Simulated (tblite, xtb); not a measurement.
C$_{2}$H$_{7}$N, charge +1, doublet, geometry from GFN2-xTB (a state made from the parent by changing its charge; the spin is typed, not shown lowest). Base run: GFN1-xTB in xtb 6.7.1.

xtb was given this input:
```
$ xtb mol.xyz --gfn 1 --chrg 1 --uhf 1 --json

# file mol.xyz
10

C      1.21345303     0.27761551     0.17430656
N      0.03751869    -0.26276197    -0.35002414
C     -1.24784022    -0.03678500     0.14650277
H      1.92869828    -0.51779860     0.43796710
H      1.01682614     0.90235343     1.04484140
H      1.75201387     0.86309442    -0.58857406
H      0.12435315    -0.87090672    -1.16013127
H     -1.73453079    -0.98553706     0.42546873
H     -1.90726403     0.36768397    -0.63793418
H     -1.23640431     0.63546126     1.00367526
```

Programs used: tblite, xtb; a row that names a program was run with it.

Each row names what was changed in the base input (with any setting that the change needs).

```tsv
change	ΔE vs base (kJ/mol)	G_solv (kcal/mol)	SCF cycles
base	0.00	-	8
program = tblite; method = gfn1; option = --grad	0.00	-	-
alpb = toluene	-157.2	-37.59	8
alpb = dmso	-240.9	-57.85	9
acc = 0.0001	0.00	-	13
program = tblite; method = gfn1; option = --spin-polarized	-17.43	-	-
program = tblite; method = gfn1; option = (--etemp, 2000)	-0.03	-	-
gbsa = toluene	-195.6	-46.77	8
```

ALPB and GBSA are two models with their own fitted parameters for each solvent, which aren't always the measured dielectric constant.
